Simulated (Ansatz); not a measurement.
`B[TeH]` + `C[SiH2]B1N[SiH2]1` → `[TeH]B1N[SiH2]1` + `B[SiH2]C`  (redistribution)

Program: Ansatz. Geometries: PBE0-D4/def2-TZVP. ΔE: electronic, gas phase. CCSD(T)/CBS is the MP2 limit (def2-TZVPP, def2-QZVPP) plus CCSD(T) − MP2 in def2-TZVPP, frozen cores. Functionals use def2-TZVPP. B3LYP here is the variant with VWN-RPA as its local correlation; programs differ in this. Elements past krypton have def2 core potentials. For Te outer-core shells are correlated without core-valence functions, which leaves a few kJ/mol of doubt a bond. One conformer a species, not always the lowest.

`B[TeH]`:

Cartesian coordinates in Å:
```
B -0.192 0.444 0.539
Te -0.483 -0.507 -1.309
H 0.791 0.240 1.176
H -1.057 1.183 0.893
H 0.940 -1.360 -1.298
```

`C[SiH2]B1N[SiH2]1`:

```xyz
13

C    -0.744   -1.350    1.822
Si   -0.753    0.384    1.097
B     0.237    0.544   -0.628
N     0.961   -0.234   -1.508
Si    0.980    1.366   -2.224
H    -1.298   -1.384    2.763
H     0.277   -1.684    2.018
H    -1.207   -2.061    1.133
H    -2.159    0.826    0.872
H    -0.149    1.337    2.073
H     1.245   -1.200   -1.571
H     2.326    1.988   -2.313
H     0.285    1.467   -3.533
```

`[TeH]B1N[SiH2]1`:

Z-matrix (Å, degrees):
```
Si
B 1 1.925
N 1 1.751 2 43.9
H 1 1.484 2 124.8 3 -92.0
H 1 1.484 2 124.8 3 92.0
Te 2 2.130 1 162.0 3 -180.0
H 3 1.008 1 147.1 2 -180.0
H 6 1.655 2 93.1 1 -0.0
```

`B[SiH2]C`:

Z-matrix (Å, degrees):
```
Si
C 1 1.876
B 1 2.010 2 116.0
H 1 1.496 2 109.7 3 -120.9
H 1 1.495 2 109.8 3 122.6
H 2 1.092 1 110.7 3 -60.3
H 2 1.092 1 110.7 3 59.3
H 2 1.092 1 111.2 3 179.5
H 3 1.197 1 119.3 2 177.5
H 3 1.197 1 123.7 2 -3.1
```

Question: Is it downhill or uphill in electronic energy at CCSD(T)/CBS, and by how much? (An estimate is asked.)

Answer: Ansatz gave: Uphill: ΔE = +45.6 kJ/mol.

Question: What do these levels give: PBE-D4, r2SCAN-D4, B3LYP-D4, ωB97X-V, ωB97M-V, B2PLYP, PBE, HF/def2-TZVPP, SCS-MP2/def2-TZVPP, CCSD/def2-TZVPP, MP2/def2-QZVPP, CCSD/CBS(def2)? (Estimate.)

Answer: Ansatz gave: PBE-D4 51.2, r2SCAN-D4 48.4, B3LYP-D4 46.2, ωB97X-V 42.5, ωB97M-V 45.2, B2PLYP 46.6, PBE 51.4, HF/def2-TZVPP 34.3, SCS-MP2/def2-TZVPP 42.7, CCSD/def2-TZVPP 44.4, MP2/def2-QZVPP 43.4, CCSD/CBS(def2) 42.3 kJ/mol.

Largest T1 diagnostic among the species: 0.015.

In def2-TZVPP, CCSD(T) changes the Hartree–Fock value by +13.4 kJ/mol (the triples alone add +3.3 kJ/mol) and MP2 by +10.3 kJ/mol. From PBE to PBE0 (25 % exact exchange), in def2-TZVPP and without D4, ΔE moves by −4.4 kJ/mol.
